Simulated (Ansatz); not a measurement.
Cost and result for the atomization energy of C2H2Zn (5 atoms, 3 bonds).

```tsv
atom	x (Å)	y (Å)	z (Å)
C1	0.224	-0.721	0.472
C2	0.243	0.372	0.961
Zn3	-0.934	0.699	-2.866
H4	0.207	-1.695	0.042
H5	0.260	1.345	1.391
```

Charge 0, multiplicity 1. For Zn the d shell is correlated and the shells below it are frozen. Scalar relativity is left out up to krypton. The bonds changed during the relaxation, so this is another structure than the one it started from. The geometry is a stationary point of PBE0-D4/def2-TZVP. Program: Ansatz. All runs use 2 threads of an Arm Neoverse V2 on a shared host. Times are those of one run each, without the atoms' runs, and a repeat can differ threefold. Electronic energies, without spin–orbit coupling; frozen cores. CCSD(T)/CBS adds CCSD(T) − MP2 in def2-TZVPP to the MP2 limit, and its time is that of the two runs behind it. T1 = 0.015. With those shells the extrapolation isn't a true limit. B3LYP takes the VWN-RPA correlation (the form of Gaussian; ORCA's B3LYP/G).

CCSD(T)/CBS is a level of theory with its own doubt, some kJ/mol a heavy atom from the limit and from the frozen cores, so smaller differences don't rank the functionals.

```json
{"level": "CCSD(T)/def2-SVP", "functions": "69", "wall time": "0.9 s", "atomization (kcal/mol)": "386.6", "difference from CCSD(T)/CBS": "-17.6", "per bond": "-5.9"}
{"level": "revPBE-D4/def2-TZVPP", "functions": "154", "wall time": "1.1 s", "atomization (kcal/mol)": "405.8", "difference from CCSD(T)/CBS": "1.6", "per bond": "0.6"}
{"level": "BLYP-D4/def2-TZVPP", "functions": "154", "wall time": "1.2 s", "atomization (kcal/mol)": "407.6", "difference from CCSD(T)/CBS": "3.4", "per bond": "1.1"}
{"level": "PBE-D4/def2-TZVPP (with forces)", "functions": "154", "wall time": "1.3 s", "atomization (kcal/mol)": "416.5", "difference from CCSD(T)/CBS": "12.3", "per bond": "4.1"}
{"level": "PBE0-D4/def2-TZVPP", "functions": "154", "wall time": "1.4 s", "atomization (kcal/mol)": "405.8", "difference from CCSD(T)/CBS": "1.6", "per bond": "0.5"}
{"level": "B3LYP-D4/def2-TZVPP (with forces)", "functions": "154", "wall time": "1.9 s", "atomization (kcal/mol)": "405.1", "difference from CCSD(T)/CBS": "0.9", "per bond": "0.3"}
{"level": "r2SCANh-D4/def2-TZVPP", "functions": "154", "wall time": "2.4 s", "atomization (kcal/mol)": "399.9", "difference from CCSD(T)/CBS": "-4.3", "per bond": "-1.4"}
{"level": "PBE-QIDH/def2-TZVPP", "functions": "154", "wall time": "2.5 s", "atomization (kcal/mol)": "401.6", "difference from CCSD(T)/CBS": "-2.6", "per bond": "-0.8"}
{"level": "B97M-V/def2-TZVPP", "functions": "154", "wall time": "5.5 s", "atomization (kcal/mol)": "402.9", "difference from CCSD(T)/CBS": "-1.3", "per bond": "-0.4"}
{"level": "ωB97M-V/def2-TZVPP (with forces)", "functions": "154", "wall time": "5.5 s", "atomization (kcal/mol)": "404.8", "difference from CCSD(T)/CBS": "0.6", "per bond": "0.2"}
{"level": "MP2/def2-QZVPP", "functions": "274", "wall time": "6 s", "atomization (kcal/mol)": "410.4", "difference from CCSD(T)/CBS": "6.2", "per bond": "2.1"}
{"level": "CCSD(T)/def2-TZVPP", "functions": "154", "wall time": "15 s", "atomization (kcal/mol)": "393.8", "difference from CCSD(T)/CBS": "-10.4", "per bond": "-3.5"}
{"level": "CCSD(T)/CBS(def2)", "functions": "–", "wall time": "21 s", "atomization (kcal/mol)": "404.2", "difference from CCSD(T)/CBS": "0.0", "per bond": "0.0"}
```

From PBE to PBE0 (25 % exact exchange), in def2-TZVPP and without D4, the atomization energy moves by −10.6 kcal/mol: exact exchange takes away binding that semilocal exchange gives to molecules. The D4 term adds +2.6 kcal/mol with B3LYP and +1.4 kcal/mol with PBE0; it sums over pairs of atoms, weighted by their polarisabilities, and B3LYP, whose exchange is more repulsive, gets the larger term. At CCSD(T), def2-SVP lies −17.6 kcal/mol from the extrapolated value and def2-TZVPP −10.4 kcal/mol: correlation converges slowly with the basis, and small sets miss more of it in the bonded molecule than in its fragments.
